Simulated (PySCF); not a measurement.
PySCF was given this input:
```python
from pyscf import gto, scf

mol = gto.Mole()
mol.atom = '''
    Si    0.00000000   -0.00000000    0.00000000
    F     0.88552320    0.90402113    0.92229500
    F    -1.14236253   -1.14054695    1.10700634
    F    -0.89400971    0.90408216   -0.91401078
    F     0.92237653   -0.89566573   -0.89388928
'''
mol.basis = '6-31g'
mol.verbose = 3
mol.build()

mf = scf.RHF(mol)
mf.kernel()
mo_i, mo_e, stable_i, stable_e = mf.stability(internal=True, external=True, return_status=True, nroots=6, tol=1e-6)
print('internally stable:', stable_i, ' externally stable:', stable_e)
if not stable_e:
    umf = mf.to_uhf() if not hasattr(mf, 'xc') else mf.to_uks()
    umf.scf_summary = {}
    umf.kernel(umf.make_rdm1(mo_e, umf.mo_occ))
```

Question: Predict the HOMO energy from HF/6-31G in PySCF.

Answer: -17.15 eV

Question: What nuclear repulsion energy does HF/6-31G give?

Answer: 256.6552 Eh

Question: Give the Mulliken (on the basis functions themselves) charges in atom order at the level HF/6-31G.

Answer: Si1 2.18, F2 -0.55, F3 -0.55, F4 -0.55, F5 -0.55

Question: What is the computed number of basis functions (HF/6-31G)?

Answer: 49
